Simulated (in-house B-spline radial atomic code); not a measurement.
A fraction x of an electron is removed from 3p in As VI (As5+), starting from [Ar] 3d10 and keeping the highest spin. All numbers are computed (non-relativistic M06-2X, spin-polarised, spherical fractional occupations; point nucleus) with an all-electron radial atomic-structure program (B-spline basis), not measured.

Caution: exact exchange at fractional occupations of open shells leaves self-interaction of up to several eV.

| x | E(x) - E(0) (eV) | 3p down level (eV) |
| --- | --- | --- |
| 0 | 0.0000 | -212.161 |
| 0.03 | 6.3748 | -212.823 |
| 0.18 | ? | ? |
| 0.31 | 66.8368 | -219.068 |
| 0.4 | 86.6443 | -221.101 |
| 0.5 | 108.8679 | -223.375 |
| 0.61 | 133.5775 | -225.894 |
| 0.69 | ? | ? |
| 0.87 | 193.0919 | -231.928 |
| 0.96 | 214.0605 | -234.043 |
| 1 | 223.4411 | -234.987 |

Question: What belongs in the row x = 0.18?

Answer: An energy change of 38.5476 eV; 3p down at -216.154 eV.

Question: What belongs in the row x = 0.69?

Answer: An energy change of 151.7227 eV; 3p down at -227.739 eV.

Question: Check Janak's theorem between x = 0.31 and 0.4.

Answer: The slope of the energy is 220.08 eV; the orbital levels give 220.08 eV (-ε of the emptying orbital, averaged over the two points).
